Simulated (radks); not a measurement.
The numbers below are computed, except where a source is named.
Problem. Isoelectronic series with 40 electrons, each ion in its NIST ground configuration. Level of theory: scalar-relativistic Kohn-Sham, LDA (Slater exchange, Perdew-Wang correlation), spin-unpolarised, spherical densities, point nucleus (a radial shooting solver on a logarithmic mesh with Libxc functionals). Total energies (hartree) and mean radii <r> (bohr) (* marks an orbital that is empty in some or all of the ions):

ion    configuration  E (hartree)      4d     5s*
Zr      [Kr] 4d2 5s2  -3594.59767   2.296   3.695
Rh5+        [Kr] 4d4  -4773.24557   1.256   2.154
Sn10+       [Kr] 4d4  -6139.97701  0.9139   1.572
Cs15+       [Kr] 4d4   -7698.7412  0.7318   1.256
Tb25+       [Kr] 4d4  -11416.0709  0.5305  0.9040
Yb30+       [Kr] 4d4  -13589.7188  0.4675  0.7930
Re35+       [Kr] 4d4  -15985.9103  0.4181  0.7054
Hg40+       [Kr] 4d4  -18616.4150  0.3782  0.6342

Estimate the row of Nd20+ ([Kr] 4d4).

Solution. E (hartree) -9455.1515; 4d 0.6141; 5s* 1.051.
